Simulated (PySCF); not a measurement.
Species: C3H8FNSi.
Atom-mapped SMILES: `[F:1][CH2:2][CH2:3]/[CH:4]=[N:5]/[SiH3:6]` (hydrogens: H7, H8 on C2; H9, H10 on C3; H11 on C4; H12, H13, H14 on Si6)

The same species was optimised twice, with GFN2-xTB and with PBE0-D3(BJ)/def2-SVP (PySCF), and the same property calculations (PySCF, gas phase) were run on both structures.

```
     coordinate  GFN2-xTB  PBE0-D3(BJ)/def2-SVP  change
     N5–Si6 (Å)     1.720                 1.753  +0.033
      C4=N5 (Å)     1.249                 1.266  +0.017
      C2–C3 (Å)     1.521                 1.511  -0.010
      F1–C2 (Å)     1.375                 1.374  -0.001
      C3–C4 (Å)     1.494                 1.495  +0.001
  C4–N5–Si6 (°)     134.4                 124.9    -9.5
   C2–C3–C4 (°)     112.4                 113.7    +1.3
   F1–C2–C3 (°)     109.9                 109.5    -0.4
   C3–C4–N5 (°)     122.6                 122.8    +0.2
F1–C2–C3–C4 (°)       180                  -179      +1
C2–C3–C4–N5 (°)         1                     0      -1
```

Rotational constants: A = 9617, B = 1010, C = 935.2 MHz (GFN2-xTB) against A = 10885, B = 973.3, C = 913.2 MHz (PBE0-D3(BJ)/def2-SVP).

On the GFN2-xTB structure: F1s of F1 (eV) 692.27 [delta-SCF UKS SCAN, pcX-2 on the ionised atom, pcseg-1 elsewhere, spin-free X2C]; C1s of C2 (eV) 292.92 [delta-SCF UKS SCAN, pcX-2 on the ionised atom, pcseg-1 elsewhere, spin-free X2C]; C1s of C3 (eV) 291.06 [delta-SCF UKS SCAN, pcX-2 on the ionised atom, pcseg-1 elsewhere, spin-free X2C]; C1s of C4 (eV) 292.23 [delta-SCF UKS SCAN, pcX-2 on the ionised atom, pcseg-1 elsewhere, spin-free X2C]; N1s of N5 (eV) 404.17 [delta-SCF UKS SCAN, pcX-2 on the ionised atom, pcseg-1 elsewhere, spin-free X2C]; Si1s of Si6 (eV) 1846.73 [delta-SCF UKS SCAN, pcX-2 on the ionised atom, pcseg-1 elsewhere, spin-free X2C]; Si2p of Si6 (eV) 107.14 [delta-SCF UKS SCAN, pcX-2 on the ionised atom, pcseg-1 elsewhere, spin-free X2C].

What do these properties become on the PBE0-D3(BJ)/def2-SVP structure?

```csv
property,level,on GFN2-xTB,on PBE0-D3(BJ)/def2-SVP,change
F1s of F1 (eV),"delta-SCF UKS SCAN, pcX-2 on the ionised atom, pcseg-1 elsewhere, spin-free X2C",692.27,692.40,+0.13
C1s of C2 (eV),"delta-SCF UKS SCAN, pcX-2 on the ionised atom, pcseg-1 elsewhere, spin-free X2C",292.92,293.02,+0.10
C1s of C3 (eV),"delta-SCF UKS SCAN, pcX-2 on the ionised atom, pcseg-1 elsewhere, spin-free X2C",291.06,291.19,+0.13
C1s of C4 (eV),"delta-SCF UKS SCAN, pcX-2 on the ionised atom, pcseg-1 elsewhere, spin-free X2C",292.23,292.34,+0.11
N1s of N5 (eV),"delta-SCF UKS SCAN, pcX-2 on the ionised atom, pcseg-1 elsewhere, spin-free X2C",404.17,404.30,+0.13
Si1s of Si6 (eV),"delta-SCF UKS SCAN, pcX-2 on the ionised atom, pcseg-1 elsewhere, spin-free X2C",1846.73,1846.90,+0.17
Si2p of Si6 (eV),"delta-SCF UKS SCAN, pcX-2 on the ionised atom, pcseg-1 elsewhere, spin-free X2C",107.14,107.28,+0.14
```

The heavy atoms differ by 0.094 Å rms after alignment. Among bonds between heavy atoms N5–Si6 changes most (+0.033 Å). Changes are differences of the printed values. Neither structure is proved a minimum here.

Shape of the structure used: `[F:1][CH2:2][CH2:3]/[CH:4]=[N:5]/[SiH3:6]`: F1–C2–C3–C4 -179°, C2–C3–C4–N5 0°.
